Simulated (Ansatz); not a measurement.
## Nudged elastic band run: BFH6N2Si2

Input file:

```yaml
crystal:
  periodic: [false, false, false]
  atoms:
    - { symbol: "N", position_ang: [-0.074582, -2.290889, -0.054024] }
    - { symbol: Si, position_ang: [-0.164995, -0.686228, 0.554195] }
    - { symbol: F, position_ang: [-0.27132, -0.924385, 2.173862] }
    - { symbol: B, position_ang: [-1.382199, 0.842407, -0.052578] }
    - { symbol: Si, position_ang: [0.37967, 1.818939, -0.448761] }
    - { symbol: "N", position_ang: [1.162567, 0.313506, 0.061254] }
    - { symbol: H, position_ang: [-0.619263, -3.01554, 0.374191] }
    - { symbol: H, position_ang: [0.046359, -2.456516, -1.034433] }
    - { symbol: H, position_ang: [-2.547822, 1.062645, -0.167959] }
    - { symbol: H, position_ang: [0.734683, 3.001515, 0.384952] }
    - { symbol: H, position_ang: [0.671432, 2.173643, -1.868108] }
    - { symbol: H, position_ang: [2.142371, 0.105702, 0.111408] }
basis:
  gaussian: { orbitals: cc-pVDZ }
hamiltonian:
  xc: hf
neb:
  order_check: false
  images: 7
  f_tol: 0.03
  max_iterations: 60
  final_atoms:
    - { symbol: "N", position_ang: [-0.17020672, -1.97474459, -0.50345214] }
    - { symbol: Si, position_ang: [-0.2844699, -0.56396186, 0.46689643] }
    - { symbol: F, position_ang: [0.22213759, -1.08236668, 1.94252321] }
    - { symbol: B, position_ang: [-1.5563661, 0.91161191, 0.19327371] }
    - { symbol: Si, position_ang: [-0.09753468, 1.93074456, -0.30034321] }
    - { symbol: "N", position_ang: [1.20035557, 0.56441247, 0.03735409] }
    - { symbol: H, position_ang: [0.1778013, -2.83184383, -0.11579676] }
    - { symbol: H, position_ang: [-0.84791728, -2.13927017, -1.22203068] }
    - { symbol: H, position_ang: [-2.73730164, 1.03904995, 0.25750134] }
    - { symbol: H, position_ang: [0.59083889, 3.14650404, -0.78603901] }
    - { symbol: H, position_ang: [1.74476761, 0.2314243, -0.74431133] }
    - { symbol: H, position_ang: [1.83479634, 0.7132389, 0.80842336] }
  initial_path:
    images:
      - { positions_ang: [[-0.074582, -2.290889, -0.054024], [-0.164995, -0.686228, 0.554195], [-0.27132, -0.924385, 2.173862], [-1.382199, 0.842407, -0.052578], [0.37967, 1.818939, -0.448761], [1.162567, 0.313506, 0.061254], [-0.619263, -3.01554, 0.374191], [0.046359, -2.456516, -1.034433], [-2.547822, 1.062645, -0.167959], [0.734683, 3.001515, 0.384952], [0.671432, 2.173643, -1.868108], [2.142371, 0.105702, 0.111408]] }
      - { positions_ang: [[-0.07550218, -2.27087464, -0.11324806], [-0.1167451, -0.66765203, 0.55656536], [-0.16562365, -0.89564232, 2.18554212], [-1.35380975, 0.80450763, -0.02839831], [0.33636885, 1.77135464, -0.50552127], [1.2087496, 0.33333964, 0.01601971], [-0.71653159, -2.90805115, 0.28282978], [-0.01299927, -2.32378315, -1.10674209], [-2.53763384, 1.00197412, -0.08466118], [0.66170339, 2.97943736, 0.30321862], [0.7685801, 1.84429798, -1.73153541], [2.08034445, 0.27589092, 0.25992971]] }
      - { positions_ang: [[-0.07642236, -2.25086029, -0.17247211], [-0.0684952, -0.64907606, 0.55893572], [-0.05992731, -0.86689963, 2.19722225], [-1.32542049, 0.76660825, -0.00421863], [0.29306769, 1.72377027, -0.56228154], [1.25493219, 0.35317328, -0.02921458], [-0.81380018, -2.8005623, 0.19146857], [-0.07235755, -2.19105029, -1.17905118], [-2.52744567, 0.94130324, -0.00136335], [0.58872377, 2.95735973, 0.22148525], [0.8657282, 1.51495296, -1.59496283], [2.01831791, 0.44607983, 0.40845143]] }
      - { positions_ang: [[-0.07734254, -2.23084593, -0.23169617], [-0.0202453, -0.63050008, 0.56130609], [0.04576904, -0.83815695, 2.20890237], [-1.29703124, 0.72870888, 0.01996106], [0.24976654, 1.67618591, -0.61904181], [1.30111479, 0.37300692, -0.07444886], [-0.91106878, -2.69307345, 0.10010735], [-0.13171582, -2.05831744, -1.25136027], [-2.51725751, 0.88063237, 0.08193447], [0.51574416, 2.93528209, 0.13975187], [0.9628763, 1.18560794, -1.45839024], [1.95629136, 0.61626875, 0.55697314]] }
      - { positions_ang: [[-0.07826272, -2.21083158, -0.29092023], [0.0280046, -0.61192411, 0.56367645], [0.15146539, -0.80941426, 2.2205825], [-1.26864198, 0.69080951, 0.04414075], [0.20646538, 1.62860154, -0.67580208], [1.34729738, 0.39284056, -0.11968315], [-1.00833737, -2.5855846, 0.00874613], [-0.19107409, -1.92558459, -1.32366935], [-2.50706935, 0.81996149, 0.16523229], [0.44276454, 2.91320445, 0.0580185], [1.0600244, 0.85626292, -1.32181766], [1.89426481, 0.78645767, 0.70549486]] }
      - { positions_ang: [[-0.10124872, -2.15180983, -0.34405321], [-0.05011402, -0.59993355, 0.53948144], [0.16913344, -0.87765237, 2.15106768], [-1.34057301, 0.74601011, 0.08142399], [0.13046537, 1.7041373, -0.58193736], [1.31056193, 0.43573354, -0.08042384], [-0.7118027, -2.64714941, -0.02238959], [-0.35528489, -1.97900598, -1.29825969], [-2.56462742, 0.8747336, 0.18829956], [0.47978313, 2.97152935, -0.15299588], [1.2312102, 0.70005326, -1.17744108], [1.87939769, 0.76815297, 0.73122698]] }
      - { positions_ang: [[-0.12423472, -2.09278809, -0.39718618], [-0.12823265, -0.58794299, 0.51528644], [0.18680149, -0.94589047, 2.08155285], [-1.41250404, 0.80121071, 0.11870723], [0.05446535, 1.77967305, -0.48807265], [1.27382648, 0.47862651, -0.04116453], [-0.41526803, -2.70871422, -0.05352531], [-0.51949569, -2.03242738, -1.27285002], [-2.62218549, 0.92950572, 0.21136682], [0.51680172, 3.02985425, -0.36401026], [1.40239601, 0.54384361, -1.0330645], [1.86453057, 0.74984828, 0.75695911]] }
      - { positions_ang: [[-0.14722072, -2.03376634, -0.45031916], [-0.20635127, -0.57595242, 0.49109144], [0.20446954, -1.01412857, 2.01203803], [-1.48443507, 0.85641131, 0.15599047], [-0.02153466, 1.85520881, -0.39420793], [1.23709103, 0.52151949, -0.00190522], [-0.11873336, -2.77027902, -0.08466103], [-0.68370648, -2.08584877, -1.24744035], [-2.67974357, 0.98427784, 0.23443408], [0.5538203, 3.08817914, -0.57502464], [1.57358181, 0.38763395, -0.88868791], [1.84966346, 0.73154359, 0.78269123]] }
      - { positions_ang: [[-0.17020672, -1.97474459, -0.50345214], [-0.2844699, -0.56396186, 0.46689643], [0.22213759, -1.08236668, 1.94252321], [-1.5563661, 0.91161191, 0.19327371], [-0.09753468, 1.93074456, -0.30034321], [1.20035557, 0.56441247, 0.03735409], [0.1778013, -2.83184383, -0.11579676], [-0.84791728, -2.13927017, -1.22203068], [-2.73730164, 1.03904995, 0.25750134], [0.59083889, 3.14650404, -0.78603901], [1.74476761, 0.2314243, -0.74431133], [1.83479634, 0.7132389, 0.80842336]] }
```

Launched with:

```bash
$ ansatz run input.yaml --threads 2 --pin off --max-ram 3072MiB --backend cpu --events-out ev --progress --plain --runs-dir out
```

Output, in part (warnings, iteration lines, the closing report on the highest movable image, with atoms numbered from 0):

```
NEB end point (image 0): max|allowed force component| = 1.897e-2 eV/Å (the criterion of neb.relax_end_points is 1.000e-2)
NEB end point (image 8): max|allowed force component| = 1.550e-2 eV/Å (the criterion of neb.relax_end_points is 1.000e-2)
NEB iter   1: max|band force component| = 2.210e1 eV/Å  barrier→ = 5.9592 eV  barrier← = 5.0412 eV  Δτ_max = 0.1985 Å  (368 SCF iters)
NEB iter   2: max|band force component| = 3.905e0 eV/Å  barrier→ = 4.3160 eV  barrier← = 3.3981 eV  Δτ_max = 0.1961 Å  (278 SCF iters)
NEB iter   3: max|band force component| = 1.768e0 eV/Å  barrier→ = 3.8235 eV  barrier← = 2.9056 eV  Δτ_max = 0.1990 Å  (270 SCF iters)
NEB iter   4: max|band force component| = 8.746e-1 eV/Å  barrier→ = 3.8244 eV  barrier← = 2.9065 eV  Δτ_max = 0.2000 Å  (274 SCF iters)
NEB iter   5: max|band force component| = 1.830e0 eV/Å  barrier→ = 3.5554 eV  barrier← = 2.6375 eV  Δτ_max = 0.1003 Å  (269 SCF iters)
NEB iter   6: max|band force component| = 1.544e0 eV/Å  barrier→ = 3.2034 eV  barrier← = 2.2855 eV  Δτ_max = 0.1017 Å  (277 SCF iters)
NEB iter   7: max|band force component| = 7.880e-1 eV/Å  barrier→ = 2.7495 eV  barrier← = 1.8315 eV  Δτ_max = 0.1000 Å  (271 SCF iters)
NEB iter   8: max|band force component| = 8.875e-1 eV/Å  barrier→ = 2.8448 eV  barrier← = 1.9269 eV  Δτ_max = 0.0501 Å  (269 SCF iters)
NEB iter   9: max|band force component| = 9.771e-1 eV/Å  barrier→ = 3.0914 eV  barrier← = 2.1735 eV  Δτ_max = 0.0250 Å  (268 SCF iters)
NEB iter  10: max|band force component| = 2.480e0 eV/Å  barrier→ = 3.1446 eV  barrier← = 2.2267 eV  CI = image 3  Δτ_max = 0.0499 Å  (268 SCF iters)
NEB iter  11: max|band force component| = 2.641e0 eV/Å  barrier→ = 3.2188 eV  barrier← = 2.3009 eV  CI = image 3  Δτ_max = 0.0986 Å  (269 SCF iters)
NEB iter  12: max|band force component| = 2.187e0 eV/Å  barrier→ = 3.4114 eV  barrier← = 2.4935 eV  CI = image 3  Δτ_max = 0.1975 Å  (276 SCF iters)
NEB iter  13: max|band force component| = 6.426e-1 eV/Å  barrier→ = 3.7493 eV  barrier← = 2.8313 eV  CI = image 3  Δτ_max = 0.1239 Å  (264 SCF iters)
NEB iter  14: max|band force component| = 6.177e-1 eV/Å  barrier→ = 3.6753 eV  barrier← = 2.7574 eV  CI = image 3  Δτ_max = 0.0971 Å  (278 SCF iters)
NEB iter  15: max|band force component| = 2.154e-1 eV/Å  barrier→ = 3.6349 eV  barrier← = 2.7170 eV  CI = image 3  Δτ_max = 0.0798 Å  (276 SCF iters)
NEB iter  16: max|band force component| = 2.434e-1 eV/Å  barrier→ = 3.6232 eV  barrier← = 2.7052 eV  CI = image 3  Δτ_max = 0.0399 Å  (278 SCF iters)
NEB iter  17: max|band force component| = 8.566e-2 eV/Å  barrier→ = 3.6202 eV  barrier← = 2.7022 eV  CI = image 3  Δτ_max = 0.0395 Å  (277 SCF iters)
NEB iter  18: max|band force component| = 7.958e-2 eV/Å  barrier→ = 3.6186 eV  barrier← = 2.7007 eV  CI = image 3  Δτ_max = 0.0348 Å  (277 SCF iters)
NEB iter  19: max|band force component| = 4.539e-2 eV/Å  barrier→ = 3.6178 eV  barrier← = 2.6998 eV  CI = image 3  Δτ_max = 0.0332 Å  (272 SCF iters)
NEB iter  20: max|band force component| = 4.844e-2 eV/Å  barrier→ = 3.6171 eV  barrier← = 2.6992 eV  CI = image 3  Δτ_max = 0.0166 Å  (278 SCF iters)
NEB iter  21: max|band force component| = 5.220e-2 eV/Å  barrier→ = 3.6168 eV  barrier← = 2.6989 eV  CI = image 3  Δτ_max = 0.0083 Å  (254 SCF iters)
NEB iter  22: max|band force component| = 1.931e-2 eV/Å  barrier→ = 3.6166 eV  barrier← = 2.6987 eV  CI = image 3  Δτ_max = 0.0000 Å  (527 SCF iters)
Total energy: -22159.47692906 eV, -814.3457569099 hartree
Atom 0 at    -0.078126    -2.236392    -0.140678 Å, force     0.002996     0.001932    -0.011293 eV/Å
Atom 1 at    -0.139704    -0.615867     0.418994 Å, force    -0.003891    -0.013188     0.002908 eV/Å
Atom 2 at    -0.145421    -0.759512     2.052982 Å, force     0.007499     0.004777     0.001271 eV/Å
Atom 3 at    -1.441117     0.899770    -0.013036 Å, force    -0.008484     0.000355    -0.000656 eV/Å
Atom 4 at     0.138661     2.073299    -0.488141 Å, force     0.006261    -0.010768    -0.003447 eV/Å
Atom 5 at     1.178313     0.369802    -0.153649 Å, force     0.000007     0.015132    -0.002117 eV/Å
Atom 6 at    -0.653560    -2.940794     0.280838 Å, force    -0.001905     0.002185     0.004789 eV/Å
Atom 7 at     0.083843    -2.428856    -1.110492 Å, force    -0.003150    -0.001818     0.000199 eV/Å
Atom 8 at    -2.620515     1.067497     0.014635 Å, force     0.000290    -0.000134     0.000229 eV/Å
Atom 9 at     0.555044     3.114818     0.491498 Å, force    -0.000683     0.004539     0.002994 eV/Å
Atom 10 at     1.038694     1.122159    -1.357156 Å, force     0.003528     0.001377    -0.000770 eV/Å
Atom 11 at     2.160788     0.278874     0.038205 Å, force    -0.002467    -0.004389     0.005893 eV/Å
Dipole moment:    -0.020857    -0.223527    -0.405961 e Å
```

The run converged. Neighbouring images differ by up to 2.0 eV, so the band resolves the path poorly. A vibrational analysis at the climbing image gives one clearly imaginary mode, 2136i cm⁻¹: a first-order saddle point. The orbitals stay closed-shell, which can raise the energy where a bond breaks towards radicals; this wasn't checked here.

Final band (atoms are numbered from 1 in the order of the input):

| image | path coordinate (Å) | energy (kcal/mol) | Si5–H11 (Å) | N6–H11 (Å) |
| --- | --- | --- | --- | --- |
| 0 | 0.00 | 0.0 | 1.49 | 2.72 |
| 1 | 0.52 | 5.3 | 1.47 | 2.46 |
| 2 | 1.04 | 37.2 | 1.46 | 1.98 |
| 3 | 1.57 | 83.4 | 1.57 | 1.43 |
| 4 | 2.27 | 37.1 | 2.22 | 1.01 |
| 5 | 2.97 | 28.2 | 2.57 | 1.01 |
| 6 | 3.67 | 25.6 | 2.56 | 1.01 |
| 7 | 4.37 | 22.4 | 2.54 | 1.01 |
| 8 | 5.07 | 21.2 | 2.55 | 1.01 |

The run took 5.5 min on 2 threads of Intel(R) Xeon(R) Platinum 8375C CPU @ 2.90GHz (Ice Lake), on a shared host, peak memory 0.31 GiB.
